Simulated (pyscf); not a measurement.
PySCF, gas phase, ωB97X-D3(BJ)/def2-SVPD geometries.

Problem. For H₂C⁻–CH(CH₃)–NH₂ (SMILES [CH2-]C(C)N) → H₃C–CH(CH₃)–NH⁻ (SMILES CC(C)[NH-]), a hydrogen shift (singlet surface; H–N broken, C–H formed), PBE/def2-TZVPD gives ΔE‡ = 19.2 kcal/mol and ΔE = -12.6 kcal/mol (zero: the reactant's lowest minimum found). In which direction and how far do r²SCAN/def2-TZVPD, PBE0-D3(BJ)/def2-TZVPD, ωB97M-D3(BJ)/def2-TZVPD move these?

Solution. r²SCAN: ΔE‡ = 21.4 kcal/mol, ΔE = -12.4 kcal/mol; PBE0-D3(BJ): ΔE‡ = 22.1 kcal/mol, ΔE = -11.7 kcal/mol; ωB97M-D3(BJ): ΔE‡ = 24.7 kcal/mol, ΔE = -10.8 kcal/mol. PBE's barrier lies under all of them, by 2.2 to 5.6 kcal/mol. Its reaction energy matches one of them and lies within 1.8 kcal/mol of the others. Low barriers are usual for a GGA, whose delocalisation error favours stretched bonds. One saddle was located; it need not be the lowest between these sides.
